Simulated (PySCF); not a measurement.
C₂H₂Cl, SMILES [CH]=CCl, doublet, CAM-B3LYP/def2-SVP optimised geometry.

```
5

C     -0.70    -0.28     0.00
C      0.60    -0.28     0.00
Cl     1.56     1.19     0.00
H     -1.56     0.39     0.00
H      1.21    -1.19     0.00
```

Density from unrestricted CAM-B3LYP/def2-TZVP (PySCF) at that geometry.

Minimum of the electron density along straight lines between bonded atoms, close to the bond critical point (lines longer than 1.1 times the sum of covalent radii, or with two minima, are not listed):

```json
[
 {"bond": "C1–C2", "length / Å": "1.304", "ρ at the minimum / e bohr⁻³": "0.367", "∇²ρ there / e bohr⁻⁵": "-1.12", "position (fraction from the first atom)": "0.50"},
 {"bond": "C2–Cl3", "length / Å": "1.756", "ρ at the minimum / e bohr⁻³": "0.194", "∇²ρ there / e bohr⁻⁵": "-0.28", "position (fraction from the first atom)": "0.43"},
 {"bond": "C1–H4", "length / Å": "1.087", "ρ at the minimum / e bohr⁻³": "0.278", "∇²ρ there / e bohr⁻⁵": "-1.00", "position (fraction from the first atom)": "0.66"},
 {"bond": "C2–H5", "length / Å": "1.094", "ρ at the minimum / e bohr⁻³": "0.282", "∇²ρ there / e bohr⁻⁵": "-1.01", "position (fraction from the first atom)": "0.66"}
]
```
